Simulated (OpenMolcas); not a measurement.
A calculation on Ba.

- Program: OpenMolcas 26.06
- Method: SS-CASPT2, IPEA 0.25 Eh, imaginary shift 0.1 Eh (closed shells correlated: 5s 5p)
- Basis: ANO-RCC-VTZP [8s7p4d2f1g]
- Scalar Hamiltonian: DKH2, point nucleus
- Active space: 2 electrons in 9 orbitals (5d 6s 6p)
- State averaging: 2S+1 = 3 even, 18 roots; 2S+1 = 1 even, 21 roots; 2S+1 = 3 odd, 18 roots; 2S+1 = 1 odd, 18 roots
- Spin-orbit coupling: state interaction with AMFI integrals over the reference wave functions, term energies averaged over their components

Problem. Which level of the active space comes out lowest?

Solution. 6s2 1S0, with 100 % of that term; it is also the measured ground level.

Problem. How high does 6s 6p 1P* 1 lie?

Solution. 17820 cm-1 above the lowest level; measured 18060 cm-1 above the ground level, so the calculation is off by -1 %.

Problem. How high does 5d 6p 3F* 2 lie?

Solution. 22310 cm-1 above the lowest level; measured 22065 cm-1 above the ground level, so the calculation is off by +1 %.

Problem. How high does 5d2 3F3 lie?

Solution. 21570 cm-1 above the lowest level.

Measured values: NIST Handbook of Basic Atomic Spectroscopic Data.

Term energies are means over components that CASPT2 splits; among the terms shown or strongly mixed into the levels shown the widest spread is 140 cm-1 (5d 6p 3F*). A single d shell beside an s shell can misplace configurations of different d count against each other. Measured partners are found by configuration, term and J. A level has none where our copy of the source lacks it or the pairing is in doubt (some pairs that miss far off the trend of their configuration count as doubtful), and it then counts in no deviation. Levels of configurations outside the active space are missing.

* marks odd parity.
